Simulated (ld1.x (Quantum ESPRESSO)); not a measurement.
Configuration tests for niobium (Nb) (PAW)

ld1.x (Quantum ESPRESSO) 7.5 input, shortened:

```
&input
   title='Nb', zed=41., rel=1, dft='PBE', iswitch=3,
   config='[Kr] 4d5 5s0 5p0'
 /
 &inputp
   pseudotype=3, lpaw=.true., tm=.true., lloc=-1, rcloc=2.70,
   nlcc=.true., rcore=2.25,
   which_augfun='PSQ', rmatch_augfun_nc=.true.
 /
6
5S  1  0   0.00   0.00  3.35  3.65  0.0
5S  1  0   0.00   0.40  3.35  3.65  0.0
4P  2  1   6.00   0.00  1.95  2.45  0.0
5P  3  1   0.00   0.00  1.95  2.45  0.0
4D  3  2   5.00   0.00  2.45  2.60  0.0
4D  3  2   0.00   3.10  2.45  2.60  0.0
 &test
   configts(1)='4p6 4d5 5s0 5p0'
 /
```

Energies are relative to the spin-unpolarised reference configuration 4p6 4d5 5s0 5p0; without spin polarisation the order of configurations can differ from experiment. Not all tests gave a result: 1 of 7 tests not solved or not reliable. Left out of the table: 4p6 4d1 5s0 5p0 (solver errors, printed error -337 eV).

```
valence configuration  charge  ΔE all-electron (eV)  error AE − PS (meV)
      4p6 4d4 5s0 5p0      +1                 5.368                 -7.6
      4p6 4d3 5s0 5p0      +2                19.408                  -38
      4p6 4d3 5s2 5p0       0                -1.786                  +46
      4p6 4d3 5s1 5p0      +1                 5.748                 +6.6
```

Problem. What are ΔE and the potential's error for 4p5 4d4 5s1 5p0?

Solution. ΔE = 38.480 eV all-electron; the error (AE − PS) is +31 meV.

Problem. What are ΔE and the potential's error for 4p6 4d4 5s1 5p0?

Solution. ΔE = -1.270 eV all-electron; the error (AE − PS) is +1.2 meV.

Levels in the configuration 4p6 4d4 5s0 5p0:

| level | all-electron (eV) | pseudo (eV) |
| --- | --- | --- |
| 4p | -40.971 | -40.995 |
| 4d | -9.308 | -9.327 |
